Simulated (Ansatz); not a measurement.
`FC/C=C/C(F)F` + H₂ → `C=CC(F)F` + fluoromethane at 500 K and 1 bar (hydrogenolysis of a C–C bond).

Calculated with Ansatz (gas phase, PBE0-D4/def2-TZVP geometries, no zero-point term in ΔE). CCSD(T)/CBS is the MP2 limit (def2-TZVPP, def2-QZVPP) plus CCSD(T) − MP2 in def2-TZVPP, frozen cores. This one scheme is used for every species. Each species was taken in one conformer, which may not be the lowest.

```json
{"species": "`FC/C=C/C(F)F`", "CCSD(T)/CBS energy (Eh)": "-454.56202", "H − E (kJ/mol)": "276.2", "S (J/(mol·K))": "421.2"}
{"species": "H₂", "CCSD(T)/CBS energy (Eh)": "-1.17544", "H − E (kJ/mol)": "41.0", "S (J/(mol·K))": "145.5"}
{"species": "`C=CC(F)F`", "CCSD(T)/CBS energy (Eh)": "-316.11853", "H − E (kJ/mol)": "207.8", "S (J/(mol·K))": "351.3"}
{"species": "`CF`", "CCSD(T)/CBS energy (Eh)": "-139.63461", "H − E (kJ/mol)": "122.2", "S (J/(mol·K))": "244.8"}
```

H − E and S are ideal-gas, rigid-rotor, harmonic terms from PBE0-D4/def2-TZVP, for one conformer and one mirror image of each species. For small species the MP2-based limit differs from directly extrapolated CCSD(T) by up to some mEh (0.8 for H₂); such offsets cancel only in part. 1 Eh = 2625.50 kJ/mol, R = 8.31446 J/(mol·K).

Question: By hand: ΔE, ΔH, ΔS and ΔG.

Answer: ΔE = (-316.11853) + (-139.63461) − (-454.56202) − (-1.17544) = -0.01568 Eh = -41.2 kJ/mol. Δ(H − E) = 207.8 + 122.2 − 276.2 − 41.0 = 12.8, so ΔH = -28.4 kJ/mol. ΔS = 351.3 + 244.8 − 421.2 − 145.5 = 29.4 J/(mol·K). ΔG = -28.4 − 500 × (29.4)/1000 = -43.1 kJ/mol.

Question: By hand: the equilibrium constant, and the temperature at which ΔG would vanish if ΔH and ΔS stayed fixed.

Answer: log₁₀ K = −ΔG/(RT ln 10) = 4.5. ΔH and −TΔS have one sign here, so there is no such temperature.

TΔS isn't small against ΔH here. A doubt of 5 kJ/mol in ΔE shifts log₁₀ K by 0.5 here. Other conformers and mirror images would add mixing entropy, several J/(mol·K) or more a flexible species. These are equilibria of isolated gas molecules and say nothing of rates. Largest T1 diagnostic: 0.012 (customary marks: 0.02 for closed shells, 0.045 for open ones).
